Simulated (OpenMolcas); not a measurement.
**neutral vanadium: effect of correlating more closed shells**

```json
{"Program": "OpenMolcas 26.06", "Basis": "ANO-RCC-VTZP [6s5p3d2f1g]", "Scalar Hamiltonian": "DKH2, point nucleus", "Active space": "5 electrons in 6 orbitals (3d 4s)", "State averaging": "2S+1 = 4 even, 50 roots; 2S+1 = 6 even, 5 roots kept (CI in the orbitals of an earlier block); 2S+1 = 2 even, 91 roots kept (CI in the orbitals of an earlier block)", "Spin-orbit coupling": "RASSI with atomic mean-field integrals over the reference wave functions, term energies averaged over their components"}
```

Methods on the same reference wave functions:
A. CASSCF
B. SS-CASPT2, IPEA 0.25 Eh, imaginary shift 0.1 Eh (closed shells correlated: none)
C. SS-CASPT2, IPEA 0.25 Eh, imaginary shift 0.1 Eh (closed shells correlated: 3s 3p)

Energies in cm-1 above 3d3 4s2 4F 3/2, the measured ground level; measured values from NIST Handbook of Basic Atomic Spectroscopic Data.

```csv
Level,A,B,C,Measured
3d4 4s 6D 1/2,-8098,5950,3960,2112
3d4 4s 6D 3/2,-8054,6000,4000,2153
3d4 4s 6D 5/2,-7980,6080,4080,2220
3d4 4s 6D 7/2,-7878,6180,4190,2311
3d4 4s 6D 9/2,-7750,6310,4310,2425
3d3 4s2 4F 3/2,0.0,0.0,0.0,0.0
3d3 4s2 4F 5/2,121,121,121,137
3d3 4s2 4F 7/2,287,287,287,323
3d3 4s2 4F 9/2,496,495,495,553
3d4 4s 4D 1/2(1),2126,11120,9480,
3d4 4s 4D 3/2(1),2193,11190,9550,
3d4 4s 4D 5/2(1),2303,11310,9670,
3d4 4s 4D 7/2(1),2454,11460,9830,
3d4 4s 4P 1/2,8594,11770,9630,
3d4 4s 4P 3/2,8755,11940,9790,
3d4 4s 4P 5/2,9027,12210,10050,
3d4 4s 4H 7/2,9127,21060,18250,
3d4 4s 4H 9/2,9172,21110,18300,
3d4 4s 4H 11/2,9227,21170,18360,
3d4 4s 4H 13/2,9293,21230,18420,
3d4 4s 4F 3/2,11623,20740,18070,
3d4 4s 4F 5/2,11643,20770,18090,
3d4 4s 4F 7/2,11675,20810,18130,
3d4 4s 4F 9/2,11720,20850,18180,
```

A puts 3d4 4s 6D 1/2 lowest.

Deviations, from unrounded energies. A percentage is the sum of absolute deviations over the sum of measured energies, with the sign that they share, or ± where signs differ.

```tsv
Against measurement	Levels	A	B	C
mean absolute deviation (cm-1)	8	6400	2400	1200
fine structure of the ground term (%)	3	-10.9	-11.0	-10.9
other configurations (%)	5	-454.3	+172.0	+83.0
```

C lies closest to measurement on these levels and A furthest from it. The largest miss of C in the table is 3d4 4s 6D 9/2, by +1900 cm-1. The ranking rests on the paired levels alone, and a cruder setting can come out closer through cancelling errors.

Between B and C the level of the table that moves most is 3d4 4s 4H 7/2, by 2800 cm-1 (lowest in C, highest in B). Moves below CASPT2's spread within the term are not significant.

The mean deviations of B to C differ by less than CASPT2's widest spread within a term (1800 cm-1), so their order carries little weight.

The lowest spin-free term lies below A's lowest term by 0.098 hartree in B, 0.432 hartree in C.

What an inner shell adds also hangs on whether the basis holds functions to correlate it.

CASPT2 does not keep the components of a term degenerate, so their means are used; among the terms shown or strongly mixed into the levels shown the widest spread is 1800 cm-1 (3d3 4s2 4F, C). Over all roots computed the reference weight is 0.85 to 0.96 in B, 0.82 to 0.91 in C; the roots of lowest weight are the least certain, and an intruder state may touch them. Terms from blocks run as CI alone lack orbitals of their own. Configurations are named by rounded mean occupations; where the s occupation lies near a half they are strongly mixed, a name can repeat and a true partner stay unpaired. A single d shell beside an s shell can misplace configurations of different d count against each other. Without dynamic correlation excited terms often stand tens of per cent too high (terms of higher spin than the ground term too low), and those without a measured partner can miss by more than the paired ones (holds for A). The lowest computed level is not the ground level that NIST lists (4F3/2) (holds for A). The CASPT2 spread within a term exceeds the gap to the next term for 3d4 4s 4F and 3d4 4s 4H, so the order of their levels is uncertain, and so are names and mixing where such terms share a J (holds for B; C). Computed and measured levels are paired by configuration, term and J; levels that our copy of the source lacks, or whose pairing is in doubt (as where it misses far off the trend of its configuration), stay unpaired and out of the deviations. Levels of configurations outside the active space are missing. Levels that lie high or do not pair safely by name in every column are left out.

A number in round brackets counts repeated terms of one configuration in the order of the reference energies.
